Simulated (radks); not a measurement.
Task: These are the eigenvalues of the occupied orbitals of an atom or ion with whole-number occupations (eV). Calculated with a radial shooting solver on a logarithmic mesh with Libxc functionals: Dirac Kohn-Sham, PBE, spin-unpolarised, spherical densities, finite nucleus; Fermi nuclear charge, rms radius of each element as measured or else 0.836 A^(1/3) + 0.57 fm.

1s1/2: -9561.784
2s1/2: -1196.665
2p1/2: -1058.425
2p3/2: -1034.554
3s1/2: -167.2579
3p1/2: -123.3542
3p3/2: -120.2446
3d3/2: -47.1896
3d5/2: -46.7948
6p1/2: -5.7272

Which element is it, and in what charge state? The configuration may be excited. Open shells, if any, fill j = l - 1/2 first.

Result: Z = 30, zinc, charge +2: Zn2+ in [Ar] 3d9 6p1. The list shows which subshells hold electrons but not how many an open one holds; the 1s level, -351.39 hartree, gives Z - s = 26.5 by -(Z - s)^2/2, which with screening and relativity narrows Z to a few neighbours, and the depths of the outer levels then fix element, charge and occupations together.
